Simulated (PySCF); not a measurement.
Computed shifts of a molecule C₂H₈O₂Si, PBE0/pcSseg-1 (PySCF), GIAO, gas phase, equivalent atoms averaged, in ppm (number of nuclei): ²⁹Si: -6.8 (1). ¹³C: 54.1 (1), -0.6 (1). ¹H: 5.18 (1), 3.91 (3), 2.20 (1), 0.50 (3). References: ²⁹Si against TMS (σ = 352.7 ppm); ¹³C against TMS (σ = 186.3 ppm); ¹⁷O against H2O (σ = 334.2 ppm); ¹H against TMS (σ = 31.56 ppm), references at their B3LYP-D3(BJ)/def2-TZVP geometries, non-relativistic. Geometry: ωB97X-D3(BJ)/def2-SVP. The values are those of a single conformer.

Q: Which structure fits?
A. CC[SiH](O)O
B. CO[SiH](C)O
C. OC[SiH2]CO
D. CO[SiH2]CO

A: B, CO[SiH](C)O
